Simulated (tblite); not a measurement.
C₆H₆FN₃.
Bonds: C1–C2 (triple), C2–C3, C3–N4 (aromatic), N4–N5 (aromatic), N5–C6, C6–C7, N5–N8 (aromatic), N8–C9 (aromatic), C9–F10, C3–C9 (aromatic). Hydrogens: H11 on C1; H12, H13 on C6; H14, H15, H16 on C7.

Structure optimised with GFN2-xTB, isolated species.

Question: What internal coordinates does the optimisation give?

Answer: 
```
                  bond  length (Å)     order
                 C1≡C2       1.200    triple
                 C2–C3       1.404    single
                 C3–N4       1.334  aromatic
                 N4–N5       1.305  aromatic
                 N5–C6       1.435    single
                 C6–C7       1.526    single
                 N5–N8       1.314  aromatic
                 N8–C9       1.320  aromatic
                C9–F10       1.323    single
                 C3–C9       1.411  aromatic
                C1–H11       1.049    single
        C6–H12, C6–H13       1.092    single
C7–H14, C7–H15, C7–H16       1.087    single
```

Bonds in one row agree within 0.01 Å and their mean is given. Orders are formal, as drawn. A selection of angles:
```
    angle  degrees
 C1–C2–C3    177.9
 C2–C3–N4    125.2
 C2–C3–C9    128.7
 N4–C3–C9    106.0
 C3–N4–N5    105.5
 N4–N5–C6    122.4
 N4–N5–N8    115.3
 C6–N5–N8    122.2
 N5–C6–C7    110.7
 N5–N8–C9    104.0
N8–C9–F10    122.7
 C3–C9–N8    109.2
C3–C9–F10    128.1
```

Dihedral angles: N4–N5–C6–C7 89° (synclinal). The mirror-image conformer, all signs reversed, is as good.

N8 (pyridine-type nitrogen) is bent (angle 104.0°). The 4 C–C bonds span 1.200 Å (C1≡C2, drawn triple) to 1.526 Å (C6–C7, drawn single), a spread of 0.326 Å. The 5-membered ring C3–N4–N5–N8–C9 has internal angles of 104.0° to 115.3°; it is planar, 0.00 Å rms from its mean plane, widest ring torsion 0°. The 3 C–N bonds span 1.320 Å (N8–C9, aromatic) to 1.435 Å (N5–C6, drawn single), a spread of 0.115 Å. N5 (pyrrole-type nitrogen) is planar (angles 122.4°, 122.2° and 115.3°, sum 359.9°, 0.02 Å off the plane of its three neighbours).

Point group: C1 (no symmetry element, even within 0.4 Å). Its GFN2-xTB frequencies are all real (lowest 20 cm⁻¹). The numbers are those of one conformer.

These are computed values.
